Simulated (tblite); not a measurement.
Species: C3H4Cl2OSi.
Z-matrix (Å and degrees, GFN2-xTB geometry), rows numbered from 1:
```
Cl
C   1  1.7844
Si  2  1.9061  1  110.22
Cl  3  1.9929  2  111.71  1    59.02
C   3  1.8897  2  119.20  1   -93.19
C   5  1.3336  3   85.86  2  -103.76
O   6  1.3807  5  107.67  3    -0.70
H   2  1.0887  1  106.64  3   121.43
H   2  1.0874  1  106.88  3  -122.49
H   5  1.0695  3  143.77  2    74.96
H   6  1.0746  5  135.02  3   179.41
```

Computed with GFN2-xTB (tblite): harmonic, unscaled wavenumbers at the GFN2-xTB geometry, gas phase. The method is semi-empirical: single wavenumbers can be off by several per cent or more. One conformer, not necessarily the lowest.

Harmonic wavenumbers (cm⁻¹): 34.7, 86.7, 116.6, 152.1, 165.5, 235.3, 398.5, 462.0, 584.8, 646.4, 686.6, 731.9, 743.1, 780.1, 844.4, 864.9, 1039.0, 1060.3, 1081.2, 1182.3, 1198.4, 1413.3, 1581.6, 2984.9, 3000.8, 3119.3, 3173.2.

A = 2119, B = 1096, C = 838.1 MHz; mass 153.941 u (most abundant isotopes); point group C1, symmetry number 1.

Q: Zero-point energy?

A: ½Σν̃ = 14184 cm⁻¹ = 169.68 kJ/mol.

Q: Give the ideal-gas entropy at 298.15 K and 1 bar in the rigid-rotor, harmonic-oscillator model (classical rotation).

A: Translation 171.67, rotation 123.39, vibration 99.26: S = 394.3 J/(mol K).

Q: And Cp and H(298.15 K) − H(0)?

A: Cp = 125.19 J/(mol K), of which vibrations give 91.93 (their classical limit is 27 R = 224.5); H(298.15 K) − H(0) = 24.68 kJ/mol without the zero-point energy, 14.77 from vibrations.

Q: Which modes carry the vibrational entropy at 298.15 K?

A: 34.7 cm⁻¹: 23.18; 86.7 cm⁻¹: 15.62; 116.6 cm⁻¹: 13.20; 152.1 cm⁻¹: 11.07; 165.5 cm⁻¹: 10.40; 235.3 cm⁻¹: 7.69 J/(mol K); the other 21 give 18.09 together.

Q: Blend soft modes into free rotors: weight 1/[1 + (100 cm⁻¹/ν̃)⁴] for the oscillator and the rest for a rotor with moment μB/(μ + B), μ = h/(8π²ν), B = 10⁻⁴⁴ kg m². What vibrational entropy results?

A: 89.72 J/(mol K) in place of 99.26, which changes −T·S at 298.15 K by +2.84 kJ/mol.

Hindered rotation and anharmonicity are outside this model. Other conformers, if any are populated, would add a mixing term that is left out. The structure is chiral; the term R ln 2 for an equal mix with its mirror image is left out.
